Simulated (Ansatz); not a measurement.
GaBH3F (SMILES [BH2][GaH][F]), singlet: a trajectory.

Input (in.yaml):

```yaml
crystal:
  periodic: [false, false, false]
  atoms:
    - {symbol: B, position_ang: [-0.785760, 0.490690, -0.717020]}
    - {symbol: Ga, position_ang: [0.606280, -0.141100, 0.708700]}
    - {symbol: F, position_ang: [1.109110, -1.791160, 0.291680]}
    - {symbol: H, position_ang: [-1.916070, 0.226600, -0.592560]}
    - {symbol: H, position_ang: [-0.428890, 0.987410, -1.711750]}
    - {symbol: H, position_ang: [1.415330, 0.227560, 2.020950]}
basis:
  gaussian: {orbitals: cc-pVDZ}
hamiltonian: {xc: hf}
md: {n_steps: 40, timestep: 0.75, temperature: 200, ensemble: nvt_nose_hoover, seed: 773, initial_velocities: maxwell_boltzmann}
```

Launched with

```bash
ansatz run in.yaml --threads 2 --pin off --events-out ev --progress --plain --max-ram 3481MiB
```

What Ansatz 0.2.0 printed:

```
Functional definition: HF
  name "HF"
  cite "Fock, Z. Phys. 61, 126 (1930) doi:10.1007/BF01340294"
  parent pbe
  exchange = exact_x
  correlation = 0
796 factors; integrals over basis functions are off by at most 3.4e-4 eV
mean field evaluation 1: about -55756.1005 eV, gradient 3.2e1 eV
mean field evaluation 2: about -55756.1330 eV, gradient 3.2e1 eV
mean field evaluation 4: about -55758.4295 eV, gradient 2.1e0 eV
mean field evaluation 8: about -55758.4605 eV, gradient 1.2e-1 eV
mean field -55758.46070427 eV, -2049.0856364398 hartree, gradient 3.0e-5 eV, S^2 0.000000; 0 other end points of the search recorded, 0 dependent functions left out
the calculation of the forces begins
reference -55758.46070427 eV, -2049.0856364398 hartree; 24, 24 occupied and 46, 46 virtual orbitals, 796 factors
md step     0: t =     0.00 fs  T =   200.0 K  F+E_penalty+E_count = -55758.46070427 eV  E_kin = 0.103408 eV  conserved = -55758.35729627 eV  (34 SCF iters)
md step     1: t =     0.75 fs  T =   177.5 K  F+E_penalty+E_count = -55758.44869880 eV  E_kin = 0.091760 eV  conserved = -55758.35693896 eV  (33 SCF iters)
md step     2: t =     1.50 fs  T =   152.9 K  F+E_penalty+E_count = -55758.43545131 eV  E_kin = 0.079033 eV  conserved = -55758.35641976 eV  (33 SCF iters)
md step     3: t =     2.25 fs  T =   139.7 K  F+E_penalty+E_count = -55758.42847756 eV  E_kin = 0.072206 eV  conserved = -55758.35627625 eV  (33 SCF iters)
md step     4: t =     3.00 fs  T =   141.6 K  F+E_penalty+E_count = -55758.42979751 eV  E_kin = 0.073197 eV  conserved = -55758.35660983 eV  (33 SCF iters)
md step     5: t =     3.75 fs  T =   149.7 K  F+E_penalty+E_count = -55758.43440069 eV  E_kin = 0.077393 eV  conserved = -55758.35702554 eV  (34 SCF iters)
md step     6: t =     4.50 fs  T =   152.1 K  F+E_penalty+E_count = -55758.43578360 eV  E_kin = 0.078658 eV  conserved = -55758.35715389 eV  (34 SCF iters)
md step     7: t =     5.25 fs  T =   144.2 K  F+E_penalty+E_count = -55758.43147116 eV  E_kin = 0.074537 eV  conserved = -55758.35697457 eV  (32 SCF iters)
md step     8: t =     6.00 fs  T =   129.7 K  F+E_penalty+E_count = -55758.42367364 eV  E_kin = 0.067037 eV  conserved = -55758.35669088 eV  (34 SCF iters)
md step     9: t =     6.75 fs  T =   116.2 K  F+E_penalty+E_count = -55758.41648674 eV  E_kin = 0.060071 eV  conserved = -55758.35648477 eV  (33 SCF iters)
md step    10: t =     7.50 fs  T =   109.9 K  F+E_penalty+E_count = -55758.41314803 eV  E_kin = 0.056829 eV  conserved = -55758.35640395 eV  (32 SCF iters)
md step    11: t =     8.25 fs  T =   113.8 K  F+E_penalty+E_count = -55758.41515071 eV  E_kin = 0.058853 eV  conserved = -55758.35640187 eV  (34 SCF iters)
md step    12: t =     9.00 fs  T =   128.4 K  F+E_penalty+E_count = -55758.42273524 eV  E_kin = 0.066410 eV  conserved = -55758.35645386 eV  (34 SCF iters)
md step    13: t =     9.75 fs  T =   152.1 K  F+E_penalty+E_count = -55758.43512743 eV  E_kin = 0.078658 eV  conserved = -55758.35662807 eV  (33 SCF iters)
md step    14: t =    10.50 fs  T =   179.5 K  F+E_penalty+E_count = -55758.44959844 eV  E_kin = 0.092806 eV  conserved = -55758.35698910 eV  (33 SCF iters)
md step    15: t =    11.25 fs  T =   200.5 K  F+E_penalty+E_count = -55758.46081362 eV  E_kin = 0.103671 eV  conserved = -55758.35738467 eV  (33 SCF iters)
md step    16: t =    12.00 fs  T =   205.4 K  F+E_penalty+E_count = -55758.46333106 eV  E_kin = 0.106183 eV  conserved = -55758.35743824 eV  (34 SCF iters)
md step    17: t =    12.75 fs  T =   194.1 K  F+E_penalty+E_count = -55758.45697009 eV  E_kin = 0.100355 eV  conserved = -55758.35695262 eV  (33 SCF iters)
md step    18: t =    13.50 fs  T =   180.5 K  F+E_penalty+E_count = -55758.44924781 eV  E_kin = 0.093331 eV  conserved = -55758.35629899 eV  (33 SCF iters)
md step    19: t =    14.25 fs  T =   182.0 K  F+E_penalty+E_count = -55758.44978953 eV  E_kin = 0.094097 eV  conserved = -55758.35611817 eV  (33 SCF iters)
md step    20: t =    15.00 fs  T =   203.3 K  F+E_penalty+E_count = -55758.46119982 eV  E_kin = 0.105109 eV  conserved = -55758.35656471 eV  (34 SCF iters)
md step    21: t =    15.75 fs  T =   232.4 K  F+E_penalty+E_count = -55758.47679721 eV  E_kin = 0.120167 eV  conserved = -55758.35715824 eV  (33 SCF iters)
md step    22: t =    16.50 fs  T =   252.5 K  F+E_penalty+E_count = -55758.48736635 eV  E_kin = 0.130552 eV  conserved = -55758.35739967 eV  (33 SCF iters)
md step    23: t =    17.25 fs  T =   255.3 K  F+E_penalty+E_count = -55758.48858529 eV  E_kin = 0.132009 eV  conserved = -55758.35721938 eV  (34 SCF iters)
md step    24: t =    18.00 fs  T =   244.4 K  F+E_penalty+E_count = -55758.48250596 eV  E_kin = 0.126345 eV  conserved = -55758.35685586 eV  (34 SCF iters)
md step    25: t =    18.75 fs  T =   229.2 K  F+E_penalty+E_count = -55758.47430370 eV  E_kin = 0.118492 eV  conserved = -55758.35655366 eV  (33 SCF iters)
md step    26: t =    19.50 fs  T =   218.5 K  F+E_penalty+E_count = -55758.46858549 eV  E_kin = 0.112956 eV  conserved = -55758.35641345 eV  (33 SCF iters)
md step    27: t =    20.25 fs  T =   216.8 K  F+E_penalty+E_count = -55758.46767475 eV  E_kin = 0.112086 eV  conserved = -55758.35641251 eV  (33 SCF iters)
md step    28: t =    21.00 fs  T =   224.5 K  F+E_penalty+E_count = -55758.47173850 eV  E_kin = 0.116096 eV  conserved = -55758.35650475 eV  (33 SCF iters)
md step    29: t =    21.75 fs  T =   239.0 K  F+E_penalty+E_count = -55758.47936004 eV  E_kin = 0.123563 eV  conserved = -55758.35669913 eV  (33 SCF iters)
md step    30: t =    22.50 fs  T =   254.1 K  F+E_penalty+E_count = -55758.48746228 eV  E_kin = 0.131379 eV  conserved = -55758.35702453 eV  (32 SCF iters)
md step    31: t =    23.25 fs  T =   260.6 K  F+E_penalty+E_count = -55758.49114146 eV  E_kin = 0.134742 eV  conserved = -55758.35737862 eV  (33 SCF iters)
md step    32: t =    24.00 fs  T =   249.6 K  F+E_penalty+E_count = -55758.48547807 eV  E_kin = 0.129031 eV  conserved = -55758.35745895 eV  (33 SCF iters)
md step    33: t =    24.75 fs  T =   220.4 K  F+E_penalty+E_count = -55758.46996224 eV  E_kin = 0.113978 eV  conserved = -55758.35702253 eV  (33 SCF iters)
md step    34: t =    25.50 fs  T =   186.4 K  F+E_penalty+E_count = -55758.45162248 eV  E_kin = 0.096382 eV  conserved = -55758.35630111 eV  (33 SCF iters)
md step    35: t =    26.25 fs  T =   167.1 K  F+E_penalty+E_count = -55758.44126227 eV  E_kin = 0.086402 eV  conserved = -55758.35594075 eV  (34 SCF iters)
md step    36: t =    27.00 fs  T =   172.0 K  F+E_penalty+E_count = -55758.44413937 eV  E_kin = 0.088943 eV  conserved = -55758.35629712 eV  (34 SCF iters)
md step    37: t =    27.75 fs  T =   191.6 K  F+E_penalty+E_count = -55758.45492830 eV  E_kin = 0.099049 eV  conserved = -55758.35700321 eV  (34 SCF iters)
md step    38: t =    28.50 fs  T =   206.1 K  F+E_penalty+E_count = -55758.46285212 eV  E_kin = 0.106560 eV  conserved = -55758.35744278 eV  (33 SCF iters)
md step    39: t =    29.25 fs  T =   202.1 K  F+E_penalty+E_count = -55758.46068252 eV  E_kin = 0.104488 eV  conserved = -55758.35737240 eV  (33 SCF iters)
md step    40: t =    30.00 fs  T =   179.9 K  F+E_penalty+E_count = -55758.44875559 eV  E_kin = 0.092991 eV  conserved = -55758.35696673 eV  (36 SCF iters)
Total energy: -55758.44875559 eV, -2049.0851973340 hartree
Atom 0 at    -0.820966     0.561771    -0.732358 Å, force    -0.337415     0.157652     0.013268 eV/Å
Atom 1 at     0.606157    -0.154126     0.704657 Å, force    -0.132145    -0.243463    -0.669277 eV/Å
Atom 2 at     1.152227    -1.825191     0.315622 Å, force    -0.091221     0.774753     0.458687 eV/Å
Atom 3 at    -2.019076     0.417769    -0.475407 Å, force     0.694397     0.122894    -0.339831 eV/Å
Atom 4 at    -0.503831     1.153928    -1.762417 Å, force    -0.245746    -0.392886     0.585584 eV/Å
Atom 5 at     1.166672     0.650024     1.947324 Å, force     0.112130    -0.418950    -0.048431 eV/Å
Dipole moment:    -0.204384     0.496689     0.079011 e Å

[the SCF lines of later steps are left out]
```

Hardware: 2 CPU threads of an AMD EPYC, shared host. Wall time about 3 min.
